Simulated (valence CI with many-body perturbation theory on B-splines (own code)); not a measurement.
## E1 line list for Xe XLIX

Method: relativistic CI+MBPT: four valence electrons over a frozen Dirac-Fock core [He], radial functions for each j: 11 s, 11 p, 10 d, 8 f, 5 g, 2 h, with the one-electron correlation potential Σ1, the two-electron term Σ2, the three-electron term Σ3, Breit, model QED; selected CI, second order for the rest, scaled by the run's own slope (own B-spline code, finite nucleus).

No measured spectrum was set against this ion. As an estimate, large intervals hold to a few tenths of a per cent, small ones and those within an open d or f shell to about a per cent. Among the levels kept, up to 880 cm⁻¹ of a level comes from second order outside the variational space, and about a tenth of that is noise between levels of different J, which matters for small intervals.

Lines 151 to 200 of 543 in falling wavelength, among levels below 467.40 Ry, chosen from the strongest by gf and those to the six lowest levels. Wavelengths and rates use the calculated energies. Electric multipoles are in the length gauge with retardation, E1 and E2 with the static RPA response of the core. Weak lines are less certain than strong ones. Lines between different terms over intervals too small for the method are left out, as are lines whose strength nearly cancels. The highest levels of a list are the least certain.

Levels are named by their leading jj configuration (3d3/2^4 stands for four electrons in 3d with j = 3/2), which in mixed levels can hold well under half, so a name can repeat and another be missing. Letters in brackets count levels of one name in rising energy.

```csv
λ vac (Å),Upper,Lower,A (s⁻¹),log gf,Branch %
24.96,(2p1/2 2p3/2^2 3p3/2) J=2 [a],(2s 2p1/2 2p3/2 3p3/2) J=1 [c],2.11e+11,-1.01,0.2
24.91,(2s 2p3/2^2 3p1/2) J=3,(2s^2 2p3/2 3p1/2) J=2,1.48e+11,-1.02,0.1
24.75,(2p1/2 2p3/2^2 3d5/2) J=4,(2s 2p1/2 2p3/2 3d5/2) J=3 [c],2.79e+11,-0.64,12.8
24.68,(2s 2p1/2 2p3/2^2) J=2 [a],(2s^2 2p1/2 2p3/2) J=1,1.76e+11,-1.09,97.0
24.57,(2p1/2 2p3/2^2 3d3/2) J=3 [a],(2s 2p1/2 2p3/2 3d3/2) J=2 [c],1.60e+11,-0.99,0.2
24.49,(2p1/2 2p3/2^2 3s) J=2 [a],(2s 2p1/2 2p3/2 3s) J=1 [c],3.18e+11,-0.84,1.4
24.39,(2p1/2 2p3/2^2 3p3/2) J=3 [a],(2s 2p1/2 2p3/2 3p3/2) J=2 [c],2.81e+11,-0.76,0.3
24.24,(2p1/2 2p3/2^2 3p3/2) J=3 [b],(2s 2p1/2 2p3/2 3p3/2) J=2 [d],1.62e+11,-1.00,0.1
24.19,(2p1/2 2p3/2^2 3p1/2) J=2 [a],(2s 2p1/2 2p3/2 3p1/2) J=1 [b],2.90e+11,-0.90,0.2
23.77,(2s 2p1/2 2p3/2^2) J=3,(2s^2 2p1/2 2p3/2) J=2,1.62e+11,-1.02,95.0
23.76,(2p1/2 2p3/2^2 3p3/2) J=4,(2s 2p1/2 2p3/2 3p3/2) J=3 [c],4.41e+11,-0.47,0.4
23.75,(2p1/2 2p3/2^2 3p1/2) J=2 [b],(2s 2p1/2 2p3/2 3p1/2) J=1 [c],3.77e+11,-0.80,0.3
23.67,(2p1/2 2p3/2^2 3p1/2) J=3,(2s 2p1/2 2p3/2 3p1/2) J=2 [c],2.88e+11,-0.77,0.1
23.67,(2p1/2 2p3/2^2 3d3/2) J=3 [b],(2s 2p1/2 2p3/2 3d3/2) J=2 [d],2.38e+11,-0.85,0.1
23.60,(2p1/2 2p3/2^2 3d3/2) J=4,(2s 2p1/2 2p3/2 3d3/2) J=3 [c],3.42e+11,-0.59,16.5
23.23,(2p1/2 2p3/2^2 3s) J=3,(2s 2p1/2 2p3/2 3s) J=2 [c],3.27e+11,-0.73,0.6
23.11,(2p1/2 2p3/2^2 3p3/2) J=2 [b],(2s 2p1/2 2p3/2 3p3/2) J=1 [d],4.12e+11,-0.78,0.4
23.02,(2p1/2 2p3/2^3) J=1,(2s 2p1/2 2p3/2^2) J=1 [b],4.07e+11,-1.01,20.9
23.01,(2p1/2 2p3/2^2 3s) J=2 [b],(2s 2p1/2 2p3/2 3s) J=1 [b],2.77e+11,-0.96,0.4
22.75,(2s 2p1/2 2p3/2 3d5/2) J=2 [b],(2s^2 2p1/2 3d3/2) J=2,2.98e+11,-0.94,0.2
22.68,(2s 2p3/2^3) J=2,(2s^2 2p3/2^2) J=2,6.48e+11,-0.60,98.2
22.64,(2s 2p3/2^2 3d5/2) J=4 [b],(2s^2 2p3/2 3d5/2) J=3,2.27e+11,-0.80,4.4
22.55,(2s 2p1/2 2p3/2 3d5/2) J=3 [c],(2s^2 2p1/2 3d5/2) J=2,6.50e+11,-0.46,0.5
22.52,(2s 2p1/2 2p3/2 3d5/2) J=4 [c],(2s^2 2p1/2 3d5/2) J=3,5.75e+11,-0.40,0.5
22.48,(2s 2p3/2^2 3p3/2) J=3 [b],(2s^2 2p3/2 3p3/2) J=3,1.77e+11,-1.03,0.3
22.45,(2p1/2 2p3/2^3) J=1,(2s 2p1/2 2p3/2^2) J=1 [a],6.16e+11,-0.85,31.6
22.43,(2s 2p1/2 2p3/2 3p3/2) J=3 [c],(2s^2 2p1/2 3p3/2) J=2,6.47e+11,-0.47,1.0
22.43,(2p1/2^2 2p3/2^2) J=2,(2s 2p1/2^2 2p3/2) J=1,4.92e+11,-0.73,40.4
22.40,(2s 2p3/2^2 3d5/2) J=2 [b],(2s^2 2p3/2 3d5/2) J=1,3.82e+11,-0.84,0.6
22.34,(2s 2p3/2^2 3d5/2) J=3 [c],(2s^2 2p3/2 3d5/2) J=3,5.38e+11,-0.55,0.1
22.32,(2p1/2^2 2p3/2 3d5/2) J=2,(2s 2p1/2^2 3d5/2) J=2,3.27e+11,-0.91,0.1
22.24,(2p3/2^4) J=0,(2s 2p3/2^3) J=1,2.49e+12,-0.73,97.1
22.22,(2p1/2^2 2p3/2 3p3/2) J=1,(2s 2p1/2^2 3p3/2) J=1,4.77e+11,-0.98,0.4
22.21,(2p1/2 2p3/2^3) J=2,(2s 2p1/2 2p3/2^2) J=2 [b],1.06e+12,-0.41,59.0
22.20,(2s 2p1/2 2p3/2 3d3/2) J=3 [c],(2s^2 2p1/2 3d3/2) J=2,5.52e+11,-0.54,0.7
22.19,(2p1/2 2p3/2^2 3p3/2) J=3 [b],(2s 2p1/2 2p3/2 3p3/2) J=3 [b],3.92e+11,-0.69,0.4
22.14,(2p1/2 2p3/2^2 3p3/2) J=2 [c],(2s 2p1/2 2p3/2 3p3/2) J=2 [d],5.46e+11,-0.70,0.5
22.14,(2s 2p1/2 2p3/2 3p1/2) J=1 [b],(2s^2 2p1/2 3p1/2) J=1,8.25e+11,-0.74,2.6
22.12,(2s 2p1/2 2p3/2 3p1/2) J=2 [c],(2s^2 2p1/2 3p1/2) J=1,6.74e+11,-0.61,1.6
22.12,(2p1/2 2p3/2^2 3s) J=2 [b],(2s^2 2p3/2 3p3/2) J=2,4.75e+11,-0.76,0.7
22.11,(2s 2p1/2 2p3/2 3d5/2) J=3 [d],(2s^2 2p1/2 3d5/2) J=3,7.33e+11,-0.42,0.1
22.09,(2s 2p1/2 2p3/2 3p3/2) J=2 [c],(2s 2p1/2^2 3s) J=1,5.46e+11,-0.70,1.1
22.09,(2s 2p1/2 2p3/2 3p1/2) J=1 [c],(2s^2 2p1/2 3p1/2) J=0,6.68e+11,-0.83,1.4
22.08,(2p1/2^2 2p3/2 3d5/2) J=4,(2s 2p1/2^2 3d5/2) J=3,4.17e+11,-0.56,25.2
22.06,(2s 2p1/2 2p3/2 3s) J=1 [b],(2s^2 2p1/2 3s) J=0,5.12e+11,-0.95,0.8
22.05,(2s 2p1/2 2p3/2 3p3/2) J=2 [d],(2s^2 2p1/2 3p3/2) J=2,7.61e+11,-0.56,1.3
22.04,(2p1/2^2 2p3/2 3p3/2) J=3,(2s 2p1/2^2 3p3/2) J=2,4.96e+11,-0.60,0.5
22.04,(2s 2p1/2 2p3/2 3s) J=1 [c],(2s^2 2p1/2 3s) J=1,6.22e+11,-0.87,1.3
22.02,(2s 2p1/2 2p3/2 3d5/2) J=2 [c],(2s^2 2p1/2 3d5/2) J=2,6.84e+11,-0.60,0.1
22.02,(2s 2p1/2 2p3/2 3d5/2) J=2 [d],(2s^2 2p1/2 3d5/2) J=3,8.67e+11,-0.50,0.2
```

(1) How does gf follow from A for the line at 22.45 Å?

Results:

(1) gf = 1.4992 × (2J+1)_upper × A / σ², with σ = 4453735 cm⁻¹ and 2J+1 = 3: gf = 0.140.
